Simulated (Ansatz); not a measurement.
Gas-phase electronic energies from Ansatz, PBE0-D4/def2-TZVP geometries. CBS: MP2 limit from def2 TZ/QZ plus the TZ coupled-cluster correction, frozen cores. This one scheme is used for every species. Functionals use def2-TZVPP. One conformer a species, not always the lowest.

Consider the ligand exchange at the Al–N bond: `[NH2][Al]([F])[Cl]` + HCl → `[F][Al]([Cl])[Cl]` + NH₃.

`[NH2][Al]([F])[Cl]`:

Cartesian coordinates in Å:
```
N 0.494 0.868 0.061
Al -0.457 -0.593 -0.047
F -2.093 -0.499 -0.118
Cl 0.447 -2.465 -0.087
H 0.111 1.798 0.083
H 1.498 0.889 0.108
```

HCl:

Cartesian coordinates in Å:
```
Cl -0.325 0.494 0.244
H 0.325 -0.494 -0.244
```

`[F][Al]([Cl])[Cl]`:

```xyz
4

F     0.005    1.576    0.713
Al    0.000    0.088    0.040
Cl   -0.789   -1.498    1.101
Cl    0.784   -0.166   -1.853
```

NH₃:

```xyz
4

N    -0.106    0.223   -0.136
H    -0.833   -0.416    0.160
H     0.534   -0.304   -0.718
H     0.405    0.498    0.694
```

```json
{"level": "BLYP-D4", "ΔE (kJ/mol)": "-56.3", "difference from CCSD(T)/CBS": "4.0"}
{"level": "r2SCANh-D4", "ΔE (kJ/mol)": "-61.8", "difference from CCSD(T)/CBS": "-1.5"}
{"level": "r2SCAN0-D4", "ΔE (kJ/mol)": "-62.2", "difference from CCSD(T)/CBS": "-1.9"}
{"level": "CAM-B3LYP-D4", "ΔE (kJ/mol)": "-54.9", "difference from CCSD(T)/CBS": "5.4"}
{"level": "BLYP", "ΔE (kJ/mol)": "-56.7", "difference from CCSD(T)/CBS": "3.6"}
{"level": "PBE0", "ΔE (kJ/mol)": "-61.6", "difference from CCSD(T)/CBS": "-1.3"}
{"level": "CAM-B3LYP", "ΔE (kJ/mol)": "-54.8", "difference from CCSD(T)/CBS": "5.5"}
{"level": "HF/def2-SVP", "ΔE (kJ/mol)": "-65.4", "difference from CCSD(T)/CBS": "-5.1"}
{"level": "CCSD/def2-TZVPP", "ΔE (kJ/mol)": "-56.7", "difference from CCSD(T)/CBS": "3.6"}
{"level": "CCSD(T)/def2-TZVPP", "ΔE (kJ/mol)": "-57.0", "difference from CCSD(T)/CBS": "3.3"}
{"level": "CCSD(T)/CBS", "ΔE (kJ/mol)": "-60.3", "difference from CCSD(T)/CBS": "0"}
```

Question: What do rigid-rotor, harmonic-oscillator terms from PBE0-D4/def2-TZVP frequencies (298.15 K, 1 bar) make of the CCSD(T)/CBS value? (An estimate is asked.)

Answer: Computed: ΔZPE = +8.9 kJ/mol, ΔH = -51.6 kJ/mol, ΔS = 0 J/(mol·K), ΔG = -51.5 kJ/mol.

Largest T1 diagnostic among the species: 0.010.

In def2-TZVPP, CCSD(T) changes the Hartree–Fock value by +7.0 kJ/mol (the triples alone add −0.3 kJ/mol) and MP2 by +4.8 kJ/mol. Leaving LDA and LC-ωPBE aside and taking each functional with its dispersion term where it has one, the values, not all of them listed here, spread over 9.2 kJ/mol, from B97M-V to CAM-B3LYP-D4. LDA lies +8.0 kJ/mol from PBE without D4.
